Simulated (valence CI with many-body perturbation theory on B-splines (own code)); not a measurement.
**E1 transitions of Ce53+**

Method: configuration interaction combined with many-body perturbation theory (CI+MBPT): three valence electrons over a frozen Dirac-Fock core [He], a basis of 11 s, 11 p, 9 d, 7 f, 5 g, 2 h, 1 i functions for each j, with the one-electron correlation potential Σ1 (screened to all orders), the two-electron term Σ2, the three-electron term Σ3, Breit, model QED; selected single and double excitations, second order for the rest (own B-spline code, finite nucleus).

No measured spectrum was set against this ion. As an estimate, large intervals hold to a few tenths of a per cent, small ones and those within an open d or f shell to about a per cent.

Lines 1 to 50 of 283 in falling wavelength, among levels below 530.74 Ry, chosen from the strongest by gf and those to the six lowest levels. Wavelengths and rates use the calculated energies. Electric multipoles are in the length gauge, E1 and E2 with the static RPA response of the core. Weak lines are less certain than strong ones. Lines between different terms over intervals too small for the method are left out, as are lines whose strength nearly cancels. The highest levels of a list are the least certain.

Levels are named by their leading jj configuration (3d3/2^4 stands for four electrons in 3d with j = 3/2), which in mixed levels can hold well under half, so a name can repeat and another be missing. Letters in brackets count levels of one name in rising energy.

```csv
λ vac (Å),Upper,Lower,A (s⁻¹),log gf,Branch %
152.5,(2s 2p3/2 3d5/2) J=9/2,(2s 2p3/2 3p3/2) J=7/2,7.41e+09,-0.59,29.8
151.2,(2s 2p3/2 3d5/2) J=7/2 [b],(2s 2p3/2 3p3/2) J=5/2 [b],5.96e+09,-0.79,0.0
151.1,(2p1/2 2p3/2 3d5/2) J=9/2,(2p1/2 2p3/2 3p3/2) J=7/2,8.74e+09,-0.52,0.3
149.7,(2p1/2 2p3/2 3d5/2) J=7/2 [a],(2p1/2 2p3/2 3p3/2) J=5/2 [a],8.15e+09,-0.66,0.0
149.2,(2s 2p1/2 3d5/2) J=7/2,(2s 2p1/2 3p3/2) J=5/2,8.20e+09,-0.66,0.0
148.9,(2p1/2 2p3/2 3d5/2) J=7/2 [b],(2p1/2 2p3/2 3p3/2) J=5/2 [b],7.48e+09,-0.70,0.0
146.5,(2p1/2^2 3d5/2) J=5/2,(2p1/2^2 3p3/2) J=3/2,9.47e+09,-0.74,0.0
146.3,(2s^2 3d5/2) J=5/2,(2s^2 3p3/2) J=3/2,6.92e+09,-0.88,0.0
143.9,(2s 2p1/2 3d5/2) J=5/2 [a],(2s 2p1/2 3p3/2) J=3/2 [a],8.36e+09,-0.81,0.0
138.0,(2p1/2 2p3/2 3d5/2) J=5/2 [a],(2p1/2 2p3/2 3p3/2) J=3/2 [a],7.42e+09,-0.90,0.0
136.3,(2s 2p1/2 3d5/2) J=5/2 [b],(2s 2p1/2 3p3/2) J=3/2 [b],9.06e+09,-0.82,0.0
97.52,(2s 2p1/2 2p3/2) J=3/2 [a],(2s^2 2p3/2) J=3/2,4.88e+08,-2.56,6.1
90.74,(2p1/2 2p3/2 3p3/2) J=7/2,(2s 2p3/2 3p3/2) J=5/2 [b],1.70e+10,-0.77,0.0
76.97,(2s 2p1/2 2p3/2) J=5/2,(2s^2 2p3/2) J=3/2,4.90e+09,-1.58,100.0
72.55,(2p1/2 2p3/2 3d3/2) J=5/2 [b],(2p1/2 2p3/2 3p1/2) J=3/2 [b],2.92e+10,-0.86,0.0
72.17,(2p1/2^2 3d3/2) J=3/2,(2s 2p1/2 3d3/2) J=1/2,4.66e+10,-0.84,0.0
70.63,(2p1/2 2p3/2 3d3/2) J=5/2 [a],(2s 2p3/2 3d3/2) J=3/2 [a],3.06e+10,-0.86,0.0
70.45,(2p1/2 2p3/2 3d3/2) J=3/2 [b],(2p1/2 2p3/2 3p1/2) J=3/2 [b],4.30e+10,-0.89,0.0
69.86,(2p1/2 2p3/2 3p3/2) J=3/2 [a],(2p1/2 2p3/2 3s) J=3/2 [c],4.86e+10,-0.85,0.0
69.36,(2p1/2^2 3p3/2) J=3/2,(2s 2p1/2 3p3/2) J=1/2,8.64e+10,-0.60,0.1
68.61,(2p1/2 2p3/2 3p3/2) J=7/2,(2s 2p3/2 3p3/2) J=5/2 [a],5.05e+10,-0.55,0.0
67.99,(2s 2p1/2^2) J=1/2,(2s^2 2p1/2) J=1/2,1.20e+10,-1.78,100.0
66.81,(2p1/2 2p3/2 3p3/2) J=5/2 [a],(2p1/2 2p3/2 3s) J=3/2 [b],5.68e+10,-0.64,0.0
66.59,(2p1/2 2p3/2 3d3/2) J=7/2,(2p1/2 2p3/2 3p1/2) J=5/2,6.11e+10,-0.49,1.4
66.05,(2s 2p3/2 3d3/2) J=7/2,(2s 2p3/2 3p1/2) J=5/2,6.77e+10,-0.45,0.0
65.44,(2s 2p1/2 3d3/2) J=3/2 [a],(2s 2p1/2 3p1/2) J=1/2 [a],7.36e+10,-0.72,0.0
65.34,(2s 2p3/2 3d3/2) J=5/2 [b],(2s 2p3/2 3p1/2) J=3/2 [b],8.38e+10,-0.49,0.0
64.88,(2s 2p1/2 3d3/2) J=5/2,(2s 2p1/2 3p1/2) J=3/2,6.86e+10,-0.59,0.1
64.77,(2s 2p1/2 3p3/2) J=3/2 [b],(2s 2p1/2 3s) J=1/2 [b],6.64e+10,-0.78,0.0
64.52,(2s^2 3d3/2) J=3/2,(2s^2 3p1/2) J=1/2,8.07e+10,-0.70,0.0
63.87,(2p1/2^2 2p3/2) J=3/2,(2s 2p1/2 2p3/2) J=1/2,9.35e+09,-1.64,0.9
63.04,(2s 2p3/2 3d3/2) J=3/2 [a],(2s 2p3/2 3p1/2) J=3/2 [a],6.17e+10,-0.83,0.0
62.94,(2s 2p3/2 3p3/2) J=5/2 [b],(2s 2p3/2 3s) J=3/2 [b],1.35e+11,-0.32,0.1
62.86,(2s 2p3/2 3d3/2) J=1/2 [a],(2s 2p3/2 3p1/2) J=3/2 [a],1.05e+11,-0.91,0.0
62.86,(2p1/2 2p3/2 3p1/2) J=5/2,(2s 2p3/2 3p1/2) J=5/2,3.79e+10,-0.87,0.0
62.56,(2s 2p3/2 3p3/2) J=7/2,(2s 2p3/2 3s) J=5/2,1.35e+11,-0.20,15.7
62.32,(2p1/2 2p3/2 3d3/2) J=5/2 [b],(2p1/2 2p3/2 3p1/2) J=5/2,3.43e+10,-0.92,0.0
61.60,(2p1/2 2p3/2 3p3/2) J=5/2 [b],(2s 2p3/2 3p3/2) J=5/2 [a],6.25e+10,-0.67,0.0
61.29,(2p1/2 2p3/2 3p3/2) J=5/2 [a],(2p1/2 2p3/2 3s) J=3/2 [a],6.53e+10,-0.66,0.0
60.53,(2p1/2 2p3/2 3p3/2) J=5/2 [b],(2p1/2 2p3/2 3s) J=3/2 [c],6.64e+10,-0.66,0.0
60.01,(2p1/2 2p3/2 3p3/2) J=7/2,(2p1/2 2p3/2 3s) J=5/2,5.11e+10,-0.66,0.0
59.94,(2s 2p1/2 3p3/2) J=3/2 [a],(2s 2p1/2 3s) J=1/2 [a],1.43e+11,-0.51,0.2
59.66,(2p1/2 2p3/2 3s) J=3/2 [c],(2s 2p3/2 3s) J=3/2 [a],5.73e+10,-0.91,0.1
59.15,(2s^2 3p3/2) J=3/2,(2s^2 3s) J=1/2,1.61e+11,-0.47,1.7
59.10,(2s 2p3/2 3p3/2) J=3/2,(2s 2p3/2 3s) J=3/2 [b],6.86e+10,-0.84,0.1
58.65,(2s 2p3/2 3p3/2) J=5/2 [a],(2s 2p3/2 3s) J=3/2 [a],5.74e+10,-0.75,0.1
58.62,(2s 2p1/2 3p3/2) J=1/2,(2s 2p1/2 3s) J=1/2 [b],1.20e+11,-0.91,0.1
58.55,(2s 2p1/2 3p3/2) J=5/2,(2s 2p1/2 3s) J=3/2,1.38e+11,-0.37,1.1
57.97,(2s 2p3/2 3p3/2) J=3/2,(2s 2p3/2 3s) J=1/2,1.04e+11,-0.68,0.1
57.77,(2s 2p1/2 3p3/2) J=3/2 [b],(2s 2p1/2 3s) J=3/2,8.34e+10,-0.78,0.1
```
